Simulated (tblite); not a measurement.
Species: calcium monohydride cation, CaH (charge +1).
Numbering: `[CaH+:1]` (hydrogens: H2 on Ca1)

All values are computed: GFN2-xTB (tblite) harmonic vibrations without scaling, gas phase. Errors from tens to a few hundred cm⁻¹ against measured bands are possible. Modes of hydrogen on calcium can be 10 to 20 % off.

Harmonic wavenumbers (cm⁻¹): 937.2.

B = 152546 MHz (linear); mass 40.970 u (most abundant isotopes); point group C∞v, symmetry number 1.

Q: Zero-point energy?

A: Half the sum of the wavenumbers: 469 cm⁻¹ = 5.61 kJ/mol.

Q: What is S at 350 K and 1 bar for an ideal gas of classical rigid rotors and harmonic oscillators?

A: Translation 158.49, rotation 40.47, vibration 0.87: S = 199.8 J/(mol K).

Q: And Cp and H(350 K) − H(0)?

A: Cp = 31.83 J/(mol K), of which vibrations give 2.73 (their classical limit is 1 R = 8.3); H(350 K) − H(0) = 10.43 kJ/mol without the zero-point energy, 0.24 from vibrations.

Q: What must be added to the electronic energy to get the Gibbs energy at 350 K and 1 bar?

A: ZPE + [H(350 K) − H(0)] − T·S = 5.61 + 10.43 − 69.94 = -53.90 kJ/mol.

Q: How do the functions run with temperature in this model?

A: 
| T (K) | S (J/(mol K)) | Cp (J/(mol K)) | H − H(0) (kJ/mol) | G − H(0) (kJ/mol) | ln q(vib) |
| --- | --- | --- | --- | --- | --- |
| 150 | 174.3 | 29.2 | 4.37 | -21.78 | 0.00 |
| 250 | 189.4 | 30.2 | 7.33 | -40.03 | 0.00 |
| 298.15 | 194.8 | 31.0 | 8.80 | -49.28 | 0.01 |
| 400 | 204.1 | 32.6 | 12.04 | -69.62 | 0.03 |
| 600 | 217.8 | 34.6 | 18.79 | -111.88 | 0.11 |
| 900 | 232.1 | 36.0 | 29.42 | -179.50 | 0.25 |

q(vib) and H(0) count from the zero-point level.

The run took under 0.1 s on one thread of an Intel Xeon 6975P-C, shared host with 192 logical CPUs at a one-minute load of 42. The figure is for the frequency step alone.
